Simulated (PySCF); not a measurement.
```xyz
17

C     -1.4887     1.1246    -0.3338
Si     0.0000     0.0000     0.0000
C     -0.0080    -1.4409    -1.2313
C      1.6008     0.9945    -0.2017
C     -0.1041    -0.6781     1.7668
H     -1.5117     1.9797     0.3730
H     -2.4433     0.5695    -0.2232
H     -1.4560     1.5380    -1.3631
H     -0.9351    -2.0435    -1.1373
H      0.0521    -1.0749    -2.2772
H      0.8539    -2.1188    -1.0608
H      1.6907     1.4056    -1.2286
H      1.6351     1.8473     0.5075
H      2.4925     0.3618    -0.0122
H     -1.0330    -1.2666     1.9164
H     -0.1014     0.1437     2.5125
H      0.7560    -1.3419     1.9929
```

Charge 0, multiplicity 1.

**Question.** Give the Mulliken and meta-Löwdin atomic charges from PySCF 2.14.0 with PBE-D3(BJ)/def2-TZVP // PBE-D3(BJ)/def2-SVP.

**Answer.** 
```tsv
atom	Mulliken (e)	meta-Löwdin (e)
C1	-0.46	-0.60
Si2	0.34	0.91
C3	-0.46	-0.60
C4	-0.46	-0.60
C5	-0.46	-0.60
H6	0.12	0.12
H7	0.12	0.12
H8	0.12	0.12
H9	0.12	0.12
H10	0.12	0.12
H11	0.12	0.12
H12	0.12	0.12
H13	0.12	0.12
H14	0.12	0.12
H15	0.12	0.12
H16	0.12	0.12
H17	0.12	0.12
```
